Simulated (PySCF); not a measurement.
CH6AlOP, SMILES [CH3][Al]([OH])[PH2]. Atoms are numbered in the order given.

```xyz
10

Al     0.2890    -0.2321     0.2922
C      2.1458    -0.5002    -0.2346
H      2.2220    -1.3102    -0.9815
H      2.7700    -0.7830     0.6284
H      2.5787     0.4022    -0.6981
O     -0.1844    -0.8618     1.8100
H     -1.0594    -0.8308     2.2061
P     -1.2353     0.9987    -1.0024
H     -2.3186     0.0916    -0.7752
H     -0.8194     0.3638    -2.2155
```
Charge 0, spin multiplicity 1.

Geometry: B3LYP-D3(BJ)/def2-SVP. The structure was generated by enumeration; whether it is a known compound was not checked. The values are those of a single conformer.

The numbers are results of PBE0/def2-TZVP run with PySCF, not measurements.

ESP charges are fitted to the potential on shells at 1.4 to 2.0 van der Waals radii. Atomic charges (e):

```tsv
atom	Mulliken	IAO	ESP fit	Löwdin
Al1	0.57	1.03	0.81	-0.09
C2	___	-0.83	-0.48	-0.50
H3	0.14	0.16	0.08	0.14
H4	0.15	0.16	0.12	0.14
H5	0.15	0.16	0.09	0.14
O6	-0.55	-0.82	-0.78	-0.14
H7	___	0.37	0.41	0.18
P8	-0.34	-0.24	-0.37	0.04
H9	___	0.00	0.05	0.04
H10	___	0.00	0.06	0.04
```

Problem. What belongs in the gaps? (An estimate is asked for; the answer gives what the named calculation found.)

Solution. 
- C2, Mulliken: -0.61
- H7, Mulliken: 0.31
- H9, Mulliken: 0.08
- H10, Mulliken: 0.09
